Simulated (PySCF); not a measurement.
Predicted microwave data (PBE0/pcSseg-1 in PySCF (dipole) on a GFN2-xTB geometry, gas phase) for one isomer of C10H16:

```
Rotational constants : A = 2800, B = 900.6, C = 848.8 MHz
Dipole components    : |μa| = 0.13 D, |μb| = 0.00 D, |μc| = 0.05 D
Inertial defect      : -146.28 u·Å²
κ                    : -0.95
```

Question: Which structure is it? (One computed conformer of each.)
A. `[CH2:1]=[CH:2][CH2:3][C@@H:4]1[C@H:5]2[CH2:6][C@@H:7]1[C@H:8]([CH3:9])[CH2:10]2` with C1–C2–C3–C4 -124°, C2–C3–C4–C5 168°
B. `[CH2:1]1[CH2:2][C@@H:3]2[CH2:4][C@H:5]([CH2:6]1)[C@H:7]2[CH:8]1[CH2:9][CH2:10]1` with C5–C7–C8–C9 -96°
C. `[CH3:1][C@:2]12[CH2:3][C@:4]([CH:5]3[CH2:6][CH2:7][CH2:8]3)([CH2:9]1)[CH2:10]2` with C3–C4–C5–C6 173°, C1–C2–C3–C4 180°, C2–C3–C4–C5 179°, C4–C5–C6–C7 -131°, C5–C6–C7–C8 11°
D. `[CH2:1]=[C:2]=[CH:3][C:4]([CH3:5])([CH3:6])[CH2:7][CH:8]1[CH2:9][CH2:10]1` with C2–C3–C4–C5 -2°, C3–C4–C7–C8 -60°, C4–C7–C8–C9 -165°
E. `[CH3:1][C:2]([CH3:3])([CH3:4])[C@H:5]1[CH:6]=[CH:7][CH:8]=[CH:9][CH2:10]1` with C2–C5–C6–C7 158°, C6–C7–C8–C9 -13°, C8–C9–C10–C5 31°, C2–C5–C10–C9 -170°
F. `[CH2:1]=[CH:2][CH2:3]/[C:4](=[CH:5]/[CH2:6][CH3:7])[C:8](=[CH2:9])[CH3:10]` with C1–C2–C3–C4 126°, C2–C3–C4–C5 89°, C4–C5–C6–C7 -115°, C3–C4–C8–C9 -107°

Answer: B. It is C1C[C@@H]2C[C@H](C1)[C@H]2C1CC1, a near-prolate asymmetric top, point group Cs. The candidates at the same level (rigid rotor, commonest isotopes):

| SMILES | A (MHz) | B (MHz) | C (MHz) | μa (D) | μb (D) | μc (D) | Δ (u·Å²) | point group | rotor |
| --- | --- | --- | --- | --- | --- | --- | --- | --- | --- |
| C=C=CC(C)(C)CC1CC1 | 1703 | 929.5 | 736.7 | 0.15 | 0.19 | 0.10 | -154.38 | C1 | asymmetric top |
| C[C@]12C[C@](C3CCC3)(C1)C2 | 3608 | 779.8 | 753.7 | 0.11 | 0.00 | 0.04 | -117.63 | Cs | near-prolate asymmetric top |
| C=CC[C@@H]1[C@H]2C[C@@H]1[C@H](C)C2 | 2147 | 990.0 | 838.5 | 0.16 | 0.22 | 0.02 | -143.11 | C1 | asymmetric top |
| C=CC/C(=C/CC)C(=C)C | 1937 | 805.8 | 658.0 | 0.01 | 0.14 | 0.27 | -119.97 | C1 | asymmetric top |
| CC(C)(C)[C@H]1C=CC=CC1 | 2469 | 948.4 | 815.9 | 0.44 | 0.26 | 0.00 | -118.21 | C1 | asymmetric top |
| C1C[C@@H]2C[C@H](C1)[C@H]2C1CC1 | 2800 | 900.6 | 848.8 | 0.13 | 0.00 | 0.05 | -146.28 | Cs | near-prolate asymmetric top |

`C=CC/C(=C/CC)C(=C)C` has A 31 % too low; `C=C=CC(C)(C)CC1CC1` has A 39 % too low; `C=CC[C@@H]1[C@H]2C[C@@H]1[C@H](C)C2` has A 23 % too low; `CC(C)(C)[C@H]1C=CC=CC1` has A 12 % too low; `C[C@]12C[C@](C3CCC3)(C1)C2` has A 29 % too high. In the right answer the mirror of this Cs structure is the ac plane, so μb vanishes by symmetry. No structure here is proved a minimum.
